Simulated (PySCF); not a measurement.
## Electron correlation in Mg (magnesium, neutral)

[Ne] 3s1 4s1, high-spin 3S determinant (an excited configuration). All numbers are calculated (PySCF 2.14, scalar relativity by spin-free X2C-1e, in dyall-acv3z). Frozen: [Ne]; 2 electrons correlated; the 27 highest virtual orbitals of each spin left out.

Total MP2 correlation energy: -1.94 mhartree.

Same-spin part -1.94 and opposite-spin part 0.00 mhartree; SCS-MP2 scales them by 1/3 and 6/5 to -0.65 mhartree.
